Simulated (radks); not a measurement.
Question: The silicon anion Si4-, [Ar], held by a Watson sphere: a shell of charge +4 at radius R that stands for the Madelung well of a crystal (potential energy -4/R inside, -4/r outside, in hartree with lengths in bohr). Method: non-relativistic Kohn-Sham, LB94 model potential, spin-unpolarised, spherical densities, point nucleus; computed with a radial shooting solver on a logarithmic mesh with Libxc functionals. Response by self-consistent Sternheimer equations with the Hartree and adiabatic LDA kernel. The sphere does not respond.

| R (bohr) | e(2p) (eV) | e(3s) (eV) | e(3p) (eV) | <r> 3p (bohr) | sum of <r^2> (bohr^2) | X-ray form factor at sin(theta)/lambda = 0.1 1/angstrom | alpha (bohr^3) |
|---|---|---|---|---|---|---|---|
| 1.89 | -106.57 | -19.647 | -12.197 | 2.361 | 51.44 | 14.906 | 32.11 |
| 2.02 | -105.93 | -19.013 | -11.842 | 2.432 | 54.19 | 14.777 | 35.40 |
| 2.34 | -105.12 | -17.536 | -10.950 | 2.609 | 61.42 | 14.455 | 45.37 |
| 2.74 | -104.75 | -15.921 | -9.871 | 2.831 | 71.15 | 14.066 | 62.17 |
| 2.75 | -104.75 | -15.884 | -9.845 | 2.837 | 71.40 | 14.057 | 62.66 |
| 2.78 | -104.73 | -15.775 | -9.767 | 2.853 | 72.15 | 14.029 | 64.15 |
| 3.17 | -104.52 | -14.484 | -8.807 | 3.068 | 82.23 | 13.684 | 87.01 |
| 3.18 | -104.52 | -14.454 | -8.784 | 3.074 | 82.49 | 13.675 | 87.69 |

Estimate the row for R = 3.43 bohr.

Answer: e(2p) (eV) -104.37; e(3s) (eV) -13.752; e(3p) (eV) -8.223; <r> 3p (bohr) 3.211; sum of <r^2> (bohr^2) 89.21; X-ray form factor at sin(theta)/lambda = 0.1 1/angstrom 13.474; alpha (bohr^3) 106.3.
